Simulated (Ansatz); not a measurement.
Calculated with Ansatz (gas phase, PBE0-D4/def2-TZVP geometries, no zero-point term in ΔE). CCSD(T)/CBS is the MP2 limit (def2-TZVPP, def2-QZVPP) plus CCSD(T) − MP2 in def2-TZVPP, frozen cores. DFT in def2-TZVPP. B3LYP here is the variant with VWN-RPA as its local correlation; programs differ in this. Each species was taken in one conformer, which may not be the lowest.

Reaction (redistribution): `[SiH3]NC[SiH2]Cl` + `CB[SiH](C)F` → `C[SiH](F)B[SiH3]` + `CNC[SiH2]Cl`

| level | ΔE (kJ/mol) | difference from CCSD(T)/CBS |
| --- | --- | --- |
| PBE-D4 | 121.2 | -13.4 |
| PBE0-D4 | 126.0 | -8.6 |
| ωB97X-V | 130.5 | -4.1 |
| ωB97M-V | 137.8 | 3.2 |
| B2PLYP | 139.3 | 4.7 |
| PBE | 122.7 | -11.9 |
| PBE0 | 127.4 | -7.2 |
| B3LYP | 136.3 | 1.7 |
| HF/def2-TZVPP | 142.2 | 7.6 |
| MP2/def2-TZVPP | 143.8 | 9.2 |
| SCS-MP2/def2-TZVPP | 141.0 | 6.4 |
| CCSD/def2-TZVPP | 133.3 | -1.3 |
| CCSD(T)/def2-TZVPP | 131.9 | -2.7 |
| HF/def2-QZVPP | 143.5 | 8.9 |
| SCS-MP2/def2-QZVPP | 143.1 | 8.5 |
| MP2/CBS(def2) | 146.5 | 11.9 |
| CCSD(T)/CBS | 134.6 | 0 |

Largest T1 diagnostic among the species: 0.012.

From PBE to PBE0 (25 % exact exchange), in def2-TZVPP and without D4, ΔE moves by +4.7 kJ/mol.

CCSD(T)/CBS has its own doubt, a few kJ/mol and more with outer-core shells, so smaller differences from it don't rank the levels.
